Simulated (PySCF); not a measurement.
Compound: C₃H₅ClGeO.
Cartesian coordinates in Å at the PBE0-D3(BJ)/def2-SVP level; atoms count from 1:
```xyz
11
C3H5ClGeO angstrom
Cl     2.4917    1.4376   -0.4335
Ge     1.9288   -0.5754    0.0634
O      0.4604   -0.5046    1.1026
C     -0.6743   -0.0587    0.5871
C     -1.9187    0.2668    0.7428
C     -1.3268    0.4193   -0.6571
H      1.5893   -1.3057   -1.2368
H      2.9819   -1.1989    0.9742
H     -2.8194    0.3965    1.3327
H     -1.6068   -0.2947   -1.4519
H     -1.0957    1.4258   -1.0474
```

Method: PBE0-D3(BJ)/def2-SVP geometry optimisation, gas phase (PySCF 2.14.0).

Masses are those of the commonest isotopes; rigid-rotor values at the optimised geometry. The values belong to one conformer with, in the numbering `[Cl:1][GeH2:2][O:3][C:4]1=[CH:5][CH2:6]1`, Cl1–Ge2–O3–C4 66°, Ge2–O3–C4–C5 -176°.

Q: What are A, B and C (GHz)?

A: Ia = 149.93, Ib = 410.00, Ic = 503.67 u·Å²; 505379 MHz·u·Å²/I gives 3371, 1233 and 1003 MHz, that is A = 3.3707, B = 1.2326, C = 1.0034 GHz.

Q: Classify the top.

A: An asymmetric top: κ = (2 × 1233 − 3371 − 1003)/(3371 − 1003) = -0.81.

Q: Is it planar, by Δ = Ic − Ia − Ib?

A: Not planar: Δ = Ic − Ia − Ib = -56.26 u·Å². For a rigid frame Δ = −2 Σ m c², so Σ m c² = 28.13 u·Å² lies off the ab plane: 7.83 from hydrogen and 20.30 from heavier atoms. The atom farthest from that plane is 1.84 Å away.

Q: List the rotational levels J(Ka,Kc) to J = 3 (MHz).

A: Above 0(0,0):
J = 1: 1(0,1) 2236, 1(1,1) 4374, 1(1,0) 4603
J = 2: 2(0,2) 6691, 2(1,2) 8617, 2(1,1) 9305, 2(2,1) 15719, 2(2,0) 15736
J = 3: 3(0,3) 13329, 3(1,3) 14971, 3(1,2) 16345, 3(2,2) 22427, 3(2,1) 22514, 3(3,1) 33701, 3(3,0) 33702

Q: Which types of transition are allowed, and where do some lines up to J = 3 fall?

A: The dipole components are |μa| = 0.93 D, |μb| = 1.44 D, |μc| = 1.00 D. Intensities carry the squares of the components, which stand as 0.42 : 1.00 : 0.49 (a : b : c). Some lines, for components of 0.1 D or more:

```csv
type,branch,"J(Ka,Kc)",MHz,lower level (cm⁻¹)
a,Q,"2(1,1) ← 2(1,2)",688,0.287
a,Q,"3(1,2) ← 3(1,3)",1375,0.499
c,Q,"1(1,1) ← 1(0,1)",2138,0.075
a,R,"1(0,1) ← 0(0,0)",2236,0.000
b,R,"2(0,2) ← 1(1,1)",2317,0.146
b,Q,"1(1,0) ← 1(0,1)",2367,0.075
b,Q,"2(1,1) ← 2(0,2)",2614,0.223
b,Q,"3(1,2) ← 3(0,3)",3016,0.445
a,R,"2(1,2) ← 1(1,1)",4243,0.146
b,R,"3(0,3) ← 2(1,2)",4713,0.287
c,Q,"3(2,2) ← 3(1,2)",6082,0.545
c,Q,"2(2,1) ← 2(1,1)",6414,0.310
a,R,"3(0,3) ← 2(0,2)",6639,0.223
a,R,"3(2,1) ← 2(2,0)",6777,0.525
a,R,"3(1,2) ← 2(1,1)",7041,0.310
c,R,"2(1,1) ← 1(0,1)",7069,0.075
b,R,"3(1,3) ← 2(0,2)",8280,0.223
c,R,"3(1,2) ← 2(0,2)",9655,0.223
b,R,"2(2,1) ← 1(1,0)",11115,0.154
b,Q,"3(3,0) ← 3(2,1)",11188,0.751
c,R,"2(2,1) ← 1(1,1)",11345,0.146
b,R,"2(2,0) ← 1(1,1)",11362,0.146
b,R,"3(3,1) ← 2(2,0)",17965,0.525
c,R,"3(3,0) ← 2(2,0)",17965,0.525
c,R,"3(3,1) ← 2(2,1)",17982,0.524
```

Q: Estimate the classical rotational partition function at 10 K, 200 K and 298.15 K.

A: Point group C1, symmetry number σ = 1; q = (√π/σ)·√((kT/h)³/(ABC)), k/h = 20836.6 MHz/K: 2610 at 10 K, 234000 at 200 K, 425000 at 298.15 K.

Not checked by PBE0-D3(BJ)/def2-SVP frequencies. These are rigid-rotor constants of the computed structure; measured ground-state constants (B0) also hold zero-point vibration. Quadrupole hyperfine structure (35Cl) is left out.
